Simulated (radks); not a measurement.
Valence configurations of Pt IV (all share [Xe]). Calculated with a radial shooting solver on a logarithmic mesh with Libxc functionals: scalar-relativistic Kohn-Sham, SCAN, spin-polarised, spherical densities, finite nucleus; open shells are filled with parallel spins first (spin-orbit coupling, left out, can overturn this in heavy ions); meta-GGA in the generalised Kohn-Sham scheme; Fermi nuclear charge, rms radius 5.427 fm. Energies are relative to 4f14 5d7; eigenvalues in eV for spin up.

valence           E (eV)  moment (Bohr magnetons)    e(4f)    e(5d)    e(6p)    e(6s)
4f14 5d7           0.000                        3  -106.57  -40.134        -        -
4f14 5d6.5 6s0.5   2.258                        4  -108.73  -41.849        -  -34.017
4f14 5d5 6s2      11.887                        5  -115.24  -46.691        -  -36.364
4f14 5d6 6p1      14.606                        5  -112.40  -44.861  -25.832        -
4f14 5d5 6p2      29.511                        7  -118.17  -49.481  -28.110        -
4f14 5d4 6s1 6p2  40.469                        7  -122.67  -51.947  -29.320  -40.685
4f13.5 5d7 6p0.5  43.333                        4  -115.70  -43.336  -24.515        -
4f13 5d8          73.197                        3  -118.98  -41.669        -        -
4f13 5d7 6s1      79.620                        5  -123.46  -45.162        -  -35.556
4f13 5d7 6p1      90.058                        5  -124.99  -46.563  -26.078        -

NIST lists [Xe] 4f14 5d7 as the ground configuration; this level of theory agrees among the configurations tried. The energies are those of spherical high-spin densities, not of single terms.
